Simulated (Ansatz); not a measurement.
Input for Ansatz (a program for electronic structure): R-PBE0/def2-TZVPPD on H4OSi (SMILES O[SiH3]) with ghost functions, monomers drawn apart or pushed together. Files ending in .json are basis or fitting sets from the Basis Set Exchange.

Ansatz 0.2 input:
```yaml
crystal:
  periodic: [false, false, false]
  atoms:
    - {symbol: O, position_ang: [0.86010441, 0.13709047, 3.34391627]}
    - {symbol: Si, position_ang: [-0.53386075, 0.25093152, 4.21833163]}
    - {symbol: H, position_ang: [0.79287353, -0.02794409, 2.39940508]}
    - {symbol: H, position_ang: [-1.39402124, 1.36309655, 3.74060618]}
    - {symbol: H, position_ang: [-0.12421669, 0.50248050, 5.61415350]}
    - {symbol: H, position_ang: [-1.33116403, -0.99979340, 4.14823494]}
basis:
  gaussian:
    orbitals: def2-TZVPPD.json
    ghost_atoms:
      - {symbol: N, position_ang: [0.15313107, -0.64639390, -1.14563864]}
      - {symbol: N, position_ang: [0.36035999, -0.46325078, -0.09117521]}
hamiltonian:
  xc: {name: PBE0}
scf: {lower_state_search: off}
```

Output:

```
Functional definition: PBE0
[...]
these checks for a lower state are left out or cut short: stability, starts, cluster_reference, orbital_swaps, neighbouring_geometries, increment
integrals: 0.13 GiB planned
1096 factors; their error is unknown
mean field: 1.09 GiB planned
mean field evaluation 1: about -9982.1981 eV, gradient 5.1e1 eV
mean field evaluation 2: about -9973.3140 eV, gradient 8.6e1 eV
mean field evaluation 4: about -9986.2975 eV, gradient 1.1e0 eV
mean field evaluation 8: about -9986.3211 eV, gradient 2.6e-1 eV
mean field evaluation 16: about -9986.3212 eV, gradient 4.8e-6 eV
mean field -9986.32121910 eV, -366.9905358304 hartree, gradient 4.8e-6 eV, S^2 0.000000; 0 other end points of the search recorded, 0 dependent functions left out
reference -9986.32125122 eV, -366.9905370108 hartree; 13, 13 occupied and 217, 217 virtual orbitals, 1096 factors
Total energy: -9986.32125122 eV, -366.9905370108 hartree
Checks for a lower state left out: stability, starts, cluster_reference, orbital_swaps, neighbouring_geometries, increment
```

The calculation finished and met its thresholds.

Cost: about 2.8 core-seconds (a rough figure).
